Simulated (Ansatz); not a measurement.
Consider the substitution at a C–O bond: `O[SiH2]OC[SiH3]` + `OBF` → `FBOC[SiH3]` + `O[SiH2]O`.

Calculated with Ansatz (gas phase, PBE0-D4/def2-TZVP geometries, no zero-point term in ΔE). CCSD(T)/CBS is the MP2 limit (def2-TZVPP, def2-QZVPP) plus CCSD(T) − MP2 in def2-TZVPP, frozen cores. This one scheme is used for every species. Functionals use def2-TZVPP. B3LYP here is the variant with VWN-RPA as its local correlation; programs differ in this. Each species was taken in one conformer, which may not be the lowest.

```tsv
level	ΔE (kJ/mol)
ωB97X-V	-8.6
B2PLYP	-9.9
r2SCAN	-9.8
B3LYP	-10.2
CCSD/def2-TZVPP	-8.9
CCSD(T)/def2-TZVPP	-9.0
HF/CBS(def2)	-8.2
CCSD/CBS(def2)	-9.4
```

Question: What does CCSD(T)/CBS give? (Estimate.)

Answer: Computed: -9.5 kJ/mol. The listed levels differ from it by 0.9, -0.4, -0.3, -0.7, 0.6, 0.5, 1.3, 0.1 kJ/mol.

Largest T1 diagnostic among the species: 0.013.

The D4 term adds +3.2 kJ/mol with B3LYP and +1.9 kJ/mol with PBE0; it sums over pairs of atoms, weighted by their polarisabilities, and B3LYP, whose exchange is more repulsive, gets the larger term.
